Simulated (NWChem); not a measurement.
System: SiH2Cl2; SMILES Cl[SiH2]Cl

Here is an NWChem input.

```
start job
memory heap 200 mb stack 900 mb global 1100 mb
geometry units angstroms noautoz
  Si     0.000000     0.000000    -0.757262
  Cl    -1.683953     0.000000     0.422027
  Cl     1.683953     0.000000     0.422027
  H      0.000000     1.233028    -1.581913
  H      0.000000    -1.233028    -1.581913
end
basis spherical
  * library 6-31g*
end
dft
  xc bhlyp
  iterations 150
  mulliken
end
task dft energy
```

All runs use the structure optimised with PBE0/def2-SVP.

### Question
Give the results of this calculation. (BHandHLYP/6-31G* (spherical d).) Quantities: energy (Ha); highest occupied level (eV); orbital gap (eV); dipole (D).

### Answer
The energy (Ha) comes out as -1211.13 and the highest occupied level (eV) comes out as -10.41. The orbital gap (eV) comes out as 11.34 and the dipole (D) is 1.77.
